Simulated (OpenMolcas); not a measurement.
**S²⁺: effect of the active space**

```json
{
 "Program": "OpenMolcas",
 "Method": "CASSCF or its RAS form",
 "Basis": "ANO-R2",
 "Scalar Hamiltonian": "X2C, finite nucleus",
 "Spin-orbit coupling": "state interaction with AMFI integrals over the reference wave functions, term energies averaged over their components"
}
```

A. 2 electrons in 3 orbitals (3p); 2S+1 = 3 even, 3 roots; 2S+1 = 1 even, 6 roots; cost of the order of 2 core-seconds
B. 4 electrons in 4 orbitals (3s 3p); 2S+1 = 3 even, 6 roots; 2S+1 = 1 even, 12 roots; 2S+1 = 5 odd, 1 root; 2S+1 = 3 odd, 9 roots; 2S+1 = 1 odd, 8 roots; cost of the order of 11 core-seconds
C. 4 electrons in 8 orbitals (3s 3p 4s 4p); 2S+1 = 3 even, 3 roots; 2S+1 = 1 even, 9 roots; 2S+1 = 5 odd, 1 root; 2S+1 = 3 odd, 9 roots; 2S+1 = 1 odd, 8 roots; cost of the order of 13 core-seconds
D. 4 electrons in 9 orbitals (RAS2 3s 3p; RAS3 3d, at most 2 electrons); 2S+1 = 3 even, 6 roots; 2S+1 = 1 even, 12 roots; 2S+1 = 5 odd, 1 root; 2S+1 = 3 odd, 8 roots; 2S+1 = 1 odd, 8 roots; cost of the order of 22 core-seconds

Energies in eV above 3s² 3p² ³P₀, the measured ground level; measured values from NIST levels in Podobedova, Kelleher and Wiese, J. Phys. Chem. Ref. Data 38, 171 (2009).

```json
{"Level": "3s² 3p² ³P₀", "A": "0.0000", "B": "0.0000", "C": "0.0000", "D": "0.0000", "Measured": "0.0000"}
{"Level": "3s² 3p² ³P₁", "A": "0.0332", "B": "0.0332", "C": "0.0324", "D": "0.0322", "Measured": "0.0370"}
{"Level": "3s² 3p² ³P₂", "A": "0.0949", "B": "0.0936", "C": "0.0914", "D": "0.0916", "Measured": "0.1033"}
{"Level": "3s² 3p² ¹D₂", "A": "1.7687", "B": "1.7718", "C": "1.7784", "D": "1.6906", "Measured": "1.4038"}
{"Level": "3s² 3p² ¹S₀", "A": "4.2983", "B": "3.2124", "C": "3.1727", "D": "3.7884", "Measured": "3.3675"}
```

Deviations, from unrounded energies. A percentage is the sum of absolute deviations over the sum of measured energies, with the sign that they share, or ± where signs differ.

```csv
Against measurement,Levels,A,B,C,D
mean absolute deviation (cm-1),4,2600,1100,1200,1500
fine structure of the ground term (%),2,-8.7,-9.6,-11.7,-11.8
other terms of the ground configuration (%),2,+27.2,±11.0,±11.9,+14.8
```

B lies closest to measurement on these levels and A furthest from it. The largest miss of B in the table is 3s² 3p² ¹D₂, by +3000 cm-1. The ranking rests on the paired levels alone, and a cruder setting can come out closer through cancelling errors.

Among A to D the level of the table that moves most is 3s² 3p² ¹S₀, by 9100 cm-1 (lowest in C, highest in A).

With the s shell closed, the reference lacks s² → p² mixing (holds for A). The run also gave levels led by 3s² 3p 4p, which use shells meant for correlation; these and all levels above them are left out (holds for C). The run also gave levels led by 3s 3p² 3d, 3s² 3p 3d, which use shells meant for correlation; these and all levels above them are left out (holds for D). Measured partners are found by configuration, term and J. A level has none where our copy of the source lacks it or the pairing is in doubt (some pairs that miss far off the trend of their configuration count as doubtful), and it then counts in no deviation. Only configurations of the active space appear. The table leaves out levels that lie high or whose names do not pair safely across all columns.
